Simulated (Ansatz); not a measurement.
CH5FGeOS, SMILES `[OH][GeH]([SH])[CH2]F`. Charge 0, multiplicity 1. The geometry is a stationary point of PBE0-D4/def2-TZVP. It is one conformer, not always the lowest.

```xyz
10

O    -1.029   -0.336   -1.604
Ge   -0.451   -0.392    0.075
S     1.219   -1.837    0.288
C     0.289    1.357    0.601
F     1.407    1.636   -0.167
H    -0.305   -0.236   -2.227
H    -1.689   -0.794    0.888
H     0.433   -2.902    0.057
H     0.579    1.361    1.656
H    -0.453    2.143    0.433
```

Problem. What is the dipole moment at PBE/def2-TZVPP? (An estimate is asked.)

Solution. Computed: 1.23 D, with components (-0.84, 0.18, 0.88) D in this frame, pointing from negative to positive charge.

Problem. And with r2SCAN, B3LYP, ωB97M-V? (Estimate.)

Solution. The calculation gave: r2SCAN 1.32 D, B3LYP 1.37 D, ωB97M-V 1.38 D.

Problem. Give the Mulliken charges with PBE, ωB97M-V, B3LYP in def2-TZVPP. (An estimate is asked.)

Solution. The calculation gave: 
```json
{"atom": "O1", "PBE": "-0.38", "ωB97M-V": "-0.42", "B3LYP": "-0.43"}
{"atom": "Ge2", "PBE": "0.43", "ωB97M-V": "0.43", "B3LYP": "0.49"}
{"atom": "S3", "PBE": "-0.32", "ωB97M-V": "-0.29", "B3LYP": "-0.31"}
{"atom": "C4", "PBE": "-0.05", "ωB97M-V": "-0.09", "B3LYP": "-0.04"}
{"atom": "F5", "PBE": "-0.20", "ωB97M-V": "-0.23", "B3LYP": "-0.24"}
{"atom": "H6", "PBE": "0.18", "ωB97M-V": "0.17", "B3LYP": "0.18"}
{"atom": "H7", "PBE": "0.00", "ωB97M-V": "0.04", "B3LYP": "0.00"}
{"atom": "H8", "PBE": "0.12", "ωB97M-V": "0.13", "B3LYP": "0.11"}
{"atom": "H9", "PBE": "0.11", "ωB97M-V": "0.13", "B3LYP": "0.11"}
{"atom": "H10", "PBE": "0.11", "ωB97M-V": "0.13", "B3LYP": "0.12"}
```

B3LYP here is the variant with VWN-RPA as its local correlation; programs differ in this.
